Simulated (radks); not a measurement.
Neutral cobalt inside a hard spherical wall (all orbitals vanish at R), configuration held at [Ar] 3d7 4s2 and not refilled when levels cross. Method: scalar-relativistic Kohn-Sham, PBE, spin-polarised, spherical densities, finite nucleus; open shells are filled with parallel spins first; Fermi nuclear charge, rms radius 3.7875 fm; computed with a radial shooting solver on a logarithmic mesh with Libxc functionals. Eigenvalues in eV for spin up, with the zero of energy where the potential of the charges vanishes at infinity; a dash marks a level that is unbound or too diffuse for the functional's potential to be trusted. A positive occupied level is held by the wall or, in an anion where self-interaction has pushed it up, behind a barrier. The pressure on the wall is -dE/dV.

R (bohr) = free: E (hartree) -1393.22011; kinetic (hartree) 1411.204; e(3s) -103.76; e(3p) -66.965; e(3d) -9.408; e(4s) -5.724; e(4p, empty) -1.365; e(5s, empty) -; pressure (GPa) 0
R (bohr) = 15: E (hartree) -1393.22011; kinetic (hartree) 1411.204; e(3s) -103.76; e(3p) -66.965; e(3d) -9.407; e(4s) -5.724; e(4p, empty) -1.361; e(5s, empty) 0.270; pressure (GPa) < 0.0001
R (bohr) = 12: E (hartree) -1393.22009; kinetic (hartree) 1411.205; e(3s) -103.75; e(3p) -66.962; e(3d) -9.405; e(4s) -5.722; e(4p, empty) -1.340; e(5s, empty) 0.718; pressure (GPa) 0.000406
R (bohr) = 8: E (hartree) -1393.21752; kinetic (hartree) 1411.226; e(3s) -103.59; e(3p) -66.803; e(3d) -9.249; e(4s) -5.586; e(4p, empty) -0.952; e(5s, empty) 3.659; pressure (GPa) 0.112
R (bohr) = 5: E (hartree) -1393.13069; kinetic (hartree) 1411.653; e(3s) -101.57; e(3p) -64.783; e(3d) -7.303; e(4s) -3.430; e(4p, empty) 2.635; e(5s, empty) 19.028; pressure (GPa) 10.2
R (bohr) = 3: E (hartree) -1391.93363; kinetic (hartree) 1415.858; e(3s) -90.815; e(3p) -54.219; e(3d) 3.077; e(4s) 14.082; e(4p, empty) 25.229; e(5s, empty) 91.601; pressure (GPa) 516
R (bohr) = 2.5: E (hartree) -1390.29193; kinetic (hartree) 1421.181; e(3s) -82.075; e(3p) -45.640; e(3d) 12.174; e(4s) 33.760; e(4p, empty) 48.216; e(5s, empty) 155.37; pressure (GPa) 1940
R (bohr) = 1.5: E (hartree) -1367.77491; kinetic (hartree) 1488.532; e(3s) -19.274; e(3p) 19.730; e(3d) 85.192; e(4s) 234.67; e(4p, empty) 256.30; e(5s, empty) 642.07; pressure (GPa) 71200
